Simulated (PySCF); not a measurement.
## Electron correlation in O⁺ (oxygen, charge +1)

[He] 2s2 2p3, high-spin 4S determinant. Calculation: PySCF 2.14, in Sapporo-DZP-2012; the spin-free X2C one-electron Hamiltonian (Gaussian nucleus). Frozen: 1s2; 5 electrons correlated.

MP2 pair energies summed by pair of shells (mhartree):

| pair | energy | share (%) |
| --- | --- | --- |
| 2s-2p | -51.18 | 66.1 |
| 2p-2p | -18.27 | 23.6 |
| 2s-2s | -8.01 | 10.3 |

Total MP2 correlation energy: -77.47 mhartree.

Same-spin part -22.22 and opposite-spin part -55.25 mhartree; SCS-MP2 scales them by 1/3 and 6/5 to -73.71 mhartree.

```csv
level,correlation energy (mhartree)
CCSD,-93.92
(T),-0.65
CCSD(T),-94.57
```

Diagnostics: T1 = 0.0043, D1 = 0.0083, largest double amplitude 0.040.

Is a single reference adequate?

Yes: T1 lies below 0.03 and no double amplitude reaches 0.07.
